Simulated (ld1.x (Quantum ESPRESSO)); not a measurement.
## Which change was made? (N, RRKJ)

ld1.x (Quantum ESPRESSO) 7.5 input, shortened:

```
&input
   title='N', zed=7., rel=1, dft='PBE', iswitch=3,
   config='[He] 2s2 2p3'
 /
 &inputp
   pseudotype=2, tm=.false., rho0=0.02, lloc=0,
   nlcc=.false.
 /
2
2P  2  1   3.00   0.00  2.35  2.35  0.0
1S  1  0   2.00   0.00  0.30  0.30  0.0
 &test
   configts(1)='1s2 2s2 2p3'
 /
```

Occupied shells without a wave of their own: 2s. They enter only through the test configuration that unscreens the potential.

Cutoffs, loose and tight: the cutoffs (Ry, on a coarse ladder) from which the occupation-weighted sum of valence levels, in a spherical-Bessel basis at the reference potential, stays within 10 and 1 mRy of its value at 400 Ry. They do not see the model core or the augmentation charge, which bear on the density cutoff. Test errors are all-electron minus pseudo excitation energies from the reference, over the configurations 1s2 2s2 2p2; 1s2 2s2 2p1; 1s2 2s2 2p0; 1s2 2s1 2p3; 1s2 2s2 2p3.3; 1s2 2s2 2p2.5; 1s2 2s1 2p0; variants that change the core or the reference have their own tests. The largest error is taken over the tests solved by every variant that gives reliable tests at all, those not shown here included: 1s2 2s1 2p0; 1s2 2s1 2p3; 1s2 2s2 2p0; 1s2 2s2 2p2; 1s2 2s2 2p2.5.

The base gives: outcome: generated, misses its reference levels by 0.25 eV; bound ghosts: not determined; largest test error (meV): +6386.

(1) After one change the result is: outcome: generated, misses its reference levels by 0.33 eV; bound ghosts: p; largest test error (meV): +2498 over the solved tests; 5 of 7 tests not solved or not reliable. Which change was it?
A. wave 2p (bound): rc 2.35 bohr becomes 2p (bound): rc 2.08 bohr
B. reference 1s2 2s2 2p1
C. local potential all-electron potential smoothed inside 1.90 bohr (lloc = -1)

Results:

(1) B. The others give: wave 2p (bound): rc 2.35 bohr becomes 2p (bound): rc 2.08 bohr → outcome: generated, misses its reference levels by 0.25 eV; bound ghosts: not determined; largest test error (meV): +4290 | local potential all-electron potential smoothed inside 1.90 bohr (lloc = -1) → outcome: failed: run_pseudo: Errors in PS-KS equation.
